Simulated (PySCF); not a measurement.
Level of theory: PBE-D3(BJ)/def2-TZVP // PBE0-D3(BJ)/def2-TZVP run with PySCF. All species are isolated molecules in the gas phase. Excitations are Tamm–Dancoff values on a coarser integration grid. The basis has no diffuse functions, so Rydberg states are missing or too high.

Reference species (SMILES): `[C-]#[N+]C=C=C` (neutral, multiplicity 1).

```json
{
  "S1 excitation (TDA)": "5.18 eV",
  "S1 oscillator strength": "0.001",
  "LUMO": "-2.10 eV",
  "HOMO–LUMO gap": "4.77 eV"
}
```

Changed species: `C=C=[CH][GeH3]` (X = germyl; the reference has X = isocyano).

Task: Predict the effect on the S1 excitation (TDA), S1 oscillator strength, LUMO and HOMO–LUMO gap.

Result: the S1 excitation (TDA) goes up by 0.26 eV, to 5.44 eV; the S1 oscillator strength stays essentially unchanged; the LUMO increases by 1.12 eV, to -0.98 eV; the HOMO–LUMO gap rises by 0.55 eV, to 5.32 eV.
